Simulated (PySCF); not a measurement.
An equivalent PySCF input for Br⁻ (bromine, charge -1), [Kr], closed-shell 1S, with no relativity, point nucleus:

```python
from pyscf import gto, scf, dft, mp, cc
import basis_set_exchange as bse
mol = gto.M(atom="Br 0 0 0", charge=-1, spin=0, symmetry="D2h",
            basis=gto.basis.parse(bse.get_basis("def2-QZVPPD", elements=["Br"], fmt="nwchem")))
mf = dft.UKS(mol, xc="LC_WPBE")
mf.irrep_nelec = {'Ag': (6, 6), 'B1g': (1, 1), 'B2g': (1, 1), 'B3g': (1, 1), 'B1u': (3, 3), 'B2u': (3, 3), 'B3u': (3, 3)}
mf.kernel()
```

It reaches the same state as the run whose output follows, with an energy that differs only through the grid. The run itself started from symmetry-adapted Hartree-Fock orbitals and held the occupation by maximum overlap, on a logarithmic radial grid, so the iterations belong to that start.

```
SCF conv_tol = 1e-09
number electrons alpha = 18  beta = 18
XC functionals = LC_WPBE
    O. A. Vydrov and G. E. Scuseria.,  J. Chem. Phys. 125, 234109 (2006)
cycle= 1 E= -2573.93731142052  delta_E= -0.0151  |g|= 0.122  |ddm|= 0.139
cycle= 2 E= -2573.93763456898  delta_E= -0.000323  |g|= 0.092  |ddm|= 0.0443
cycle= 3 E= -2573.93823094262  delta_E= -0.000596  |g|= 0.00651  |ddm|= 0.0188
cycle= 4 E= -2573.9382375272  delta_E= -6.58e-06  |g|= 0.000582  |ddm|= 0.00374
cycle= 5 E= -2573.93823771791  delta_E= -1.91e-07  |g|= 9.9e-05  |ddm|= 0.000686
cycle= 6 E= -2573.93823772622  delta_E= -8.31e-09  |g|= 1.36e-05  |ddm|= 0.000252
cycle= 7 E= -2573.93823772672  delta_E= -4.97e-10  |g|= 1.47e-06  |ddm|= 8.64e-05
converged SCF energy = -2573.93823772672  <S^2> = -2.8421709e-14  2S+1 = 1
```
